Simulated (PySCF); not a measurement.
**Nonlinear optical response: SMILES C(C)(C)C#CC#N, C$_{6}$H$_{7}$N**

Geometry (Å), atoms numbered from 1 in this order:
```xyz
14

C    -1.1749   -1.2226   -0.1355
C    -0.4631    0.0336    0.3771
C    -1.0809    1.3057   -0.2125
C     0.9417   -0.0293    0.0449
C     2.1092   -0.0825   -0.2608
C     3.4294   -0.1425   -0.5877
N     4.5439   -0.1935   -0.8649
H    -0.7251   -2.1177    0.2883
H    -1.1056   -1.2817   -1.2196
H    -2.2250   -1.1935    0.1454
H    -0.5461    0.0698    1.4712
H    -0.5645    2.1887    0.1574
H    -1.0101    1.2933   -1.2981
H    -2.1296    1.3716    0.0679
```

Level of theory: quadratic response LC-wPBE/def2-SVPD first hyperpolarisability, Taylor convention, gas phase (PySCF 2.14.0). Geometry: GFN2-xTB.

**Question.** Give β for the processes computed.

**Answer.** In au, Taylor convention; the vector part is βᵢ = ⅓ Σⱼ (βᵢⱼⱼ + βⱼᵢⱼ + βⱼⱼᵢ); β∥ is 3/5 of the vector part along the dipole, the dipole points from − to +:
```csv
process,λ (nm),β vector norm,β∥,β HRS,depolarisation ratio
"static β(0;0,0)",∞,135.7,81.4,63.5,3.60
"second harmonic β(−2ω;ω,ω)",1907,141.2,84.7,66.1,3.61
"Pockels β(−ω;ω,0)",1907,137.5,82.5,–,–
"second harmonic β(−2ω;ω,ω)",1064,154.5,92.7,72.2,3.64
"Pockels β(−ω;ω,0)",1064,141.6,84.9,–,–
```

**Question.** Which lowest excitations, dipole and polarisabilities go with it?

**Answer.** S1 5.30 eV (f = 0.000); S2 5.60 eV (f = 0.001); S3 5.60 eV (f = 0.000); dipole 5.46 D; isotropic α 76.6 au static, 76.8 au at 1907 nm, 77.3 au at 1064 nm, 77.5 au at 953.5 nm, 79.6 au at 532 nm.
